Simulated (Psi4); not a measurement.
Dimer: SiH4 (SMILES [SiH4]) (first 5 atoms) with Si2H6 (SMILES [SiH3][SiH3]); geometry from B3LYP-D3(BJ)/def2-TZVP, rigid monomers moved along the line of their centres of mass till Si1···H11 is 5.47 Å.
(charge 0, multiplicity 1):
```xyz
13

Si    -0.0956     0.1107    -0.1592
H     -0.2077    -1.1479     0.6113
H     -1.4479     0.5939    -0.5160
H      0.6863    -0.1350    -1.3923
H      0.5919     1.1291     0.6652
Si     1.0050    -0.9984     6.3360
Si    -0.6817     0.6305     6.3141
H      0.4172    -2.3476     6.1546
H      1.7143    -0.9618     7.6387
H      1.9908    -0.7584     5.2562
H     -1.5269     0.5052     5.1024
H     -0.0889     1.9893     6.3379
H     -1.5508     0.4704     7.5058
```

These are SAPT0/jun-cc-pV(D+d)Z run with Psi4 values and carry that method's errors.

Problem. Which attractive term is largest, and how does the interaction split up?

Solution. electrostatics -0.01, exchange 0.00, induction 0.00, dispersion -0.09, total -0.10 kcal/mol; the largest attraction is dispersion.
